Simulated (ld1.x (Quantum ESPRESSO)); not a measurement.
**Scattering properties, TM potential for thallium**

Tl (Z = 81), norm-conserving Troullier–Martins (Kleinman–Bylander form), made with ld1.x (Quantum ESPRESSO) 7.5 (revPBE, scalar-relativistic). Core [Xe] 4f14 5d10, reference 6s1.75 6p1.25. Waves: 6s (bound): rc 1.90 bohr; 6p (bound): rc 2.85 bohr; 6d channel at 0.25 Ry: rc 2.90 bohr. Local part: all-electron potential smoothed inside 1.90 bohr (lloc = -1). Core correction: a·sin(br)/r model core, default radius (core density twice the valence density).

The phase is arctan(r·u′/u) with u = r·R(r), unwrapped; energies in Ry, scanned from -3 to 5 Ry. A pole is an energy at which the radial function vanishes at the test radius. The pseudo phase is shifted by a multiple of π to meet the all-electron one at the reference energy, and phase errors are pseudo minus all-electron; the curves can meet again beyond the range given. Levels narrower than the energy grid can be missing from the lists of poles.

| channel | radius (bohr) | reference energy (Ry) | poles, all-electron | poles, pseudo | unbroken range about the reference energy with phases within 0.05 rad | phase error 1 Ry above the reference energy (rad) |
| --- | --- | --- | --- | --- | --- | --- |
| s | 3.16 | -0.72 | -0.12 | -2.64, -0.12 | -2.6 to 2.2 | +0.001 |
| p | 3.16 | -0.18 | 1.10 | 0.77, 1.53 | below 0.7 | -0.099 |
| d | 3.16 | 0.25 | -1.11, 3.13 | 0.91 | -0.7 to 0.5 | -1.378 |

Note: ghost state, extra bound levels that the all-electron valence spectrum of the same l lacks: s at -35.9 eV. A true bound ghost makes a file unfit for plane-wave use.

Phases in the p channel:

```json
{"E (Ry)": "-3.00", "all-electron": "1.370", "pseudo": "1.369"}
{"E (Ry)": "-2.52", "all-electron": "1.347", "pseudo": "1.346"}
{"E (Ry)": "-2.04", "all-electron": "1.314", "pseudo": "1.312"}
{"E (Ry)": "-1.56", "all-electron": "1.260", "pseudo": "1.258"}
{"E (Ry)": "-1.08", "all-electron": "1.156", "pseudo": "1.153"}
{"E (Ry)": "-0.60", "all-electron": "0.857", "pseudo": "0.853"}
{"E (Ry)": "-0.12", "all-electron": "-0.483", "pseudo": "-0.484"}
{"E (Ry)": "0.36", "all-electron": "-1.315", "pseudo": "-1.332"}
{"E (Ry)": "0.84", "all-electron": "-1.514", "pseudo": "-1.630"}
{"E (Ry)": "1.32", "all-electron": "-1.609", "pseudo": "-4.655"}
{"E (Ry)": "1.80", "all-electron": "-1.681", "pseudo": "-4.759"}
{"E (Ry)": "2.28", "all-electron": "-1.758", "pseudo": "-4.827"}
{"E (Ry)": "2.76", "all-electron": "-1.878", "pseudo": "-4.902"}
{"E (Ry)": "3.24", "all-electron": "-2.164", "pseudo": "-5.023"}
{"E (Ry)": "3.72", "all-electron": "-3.257", "pseudo": "-5.329"}
{"E (Ry)": "4.20", "all-electron": "-4.219", "pseudo": "-6.528"}
{"E (Ry)": "4.68", "all-electron": "-4.465", "pseudo": "-7.406"}
```
